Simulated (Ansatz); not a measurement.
The same path of AlH6N3 + H2 (12 atoms, charge 0, multiplicity 1) was run 3 times with different band settings. Lost on the way: H11–H12. Made: Al1–H11, N2–H12.

Theory: RKS PBE-D4/6-31G* in Ansatz 0.2.0.

Relaxed end points:

```xyz
12
Properties=species:S:1:pos:R:3
Al -0.114 -0.284 -0.042
N -0.195 -0.043 1.735
H -1.054 0.106 2.262
H 0.602 -0.100 2.366
N 1.434 -0.003 -0.900
H 1.678 -0.398 -1.805
H 2.183 0.596 -0.558
N -1.581 -0.775 -0.945
H -2.380 -1.261 -0.541
H -1.738 -0.598 -1.935
H 0.139 3.254 1.818
H 0.060 2.505 1.752
```

```xyz
12
Properties=species:S:1:pos:R:3
Al -0.112 0.734 -0.161
N -0.129 0.409 1.891
H -0.921 -0.230 2.038
H 0.743 -0.070 2.147
N 1.539 -0.006 -0.512
H 1.609 -0.754 -1.205
H 2.323 0.628 -0.681
N -1.593 -0.290 -0.560
H -1.486 -1.190 -1.033
H -2.375 0.193 -1.009
H -0.310 2.343 -0.199
H -0.253 1.233 2.490
```

Common settings: movable images 9; climbing image yes; spring 5.0 eV/Å²; start path through a guess of the saddle point; force threshold 0.05 eV/Å; end points relaxed.

| run | optimiser | iteration limit | largest step |
| --- | --- | --- | --- |
| 1 | quadratic models (default) | 52 | default |
| 2 | lbfgs | 58 | 0.02 Å |
| 3 | lbfgs | 51 | 0.5 Å |

Question: What does each run give, and how far can it be trusted?

Answer: Run 1: converged after 21 iterations, highest image 0.751 eV above the first end. The profile has 2 maxima (images 5, 8) with wells between them (image 7): this band takes more than one step, which may be the mechanism or a detour left from its start path. A vibrational analysis at the climbing image gives one clearly imaginary mode, 1122i cm⁻¹: a first-order saddle point.
Run 2: not converged after 58 iterations, highest image 0.887 eV above the first end. The band didn't meet its force threshold, so its energies are provisional: the largest band force was still 0.18 eV/Å, and over the last iterations the top stayed at 0.89 eV.
Run 3: not converged after 51 iterations, highest image 0.817 eV above the first end. The band didn't meet its force threshold, so its energies are provisional: the largest band force was still 0.28 eV/Å, and over the last iterations the top stayed at 0.82 eV.
The orbitals stay closed-shell, which can raise the energy where a bond breaks towards radicals; this wasn't checked here.
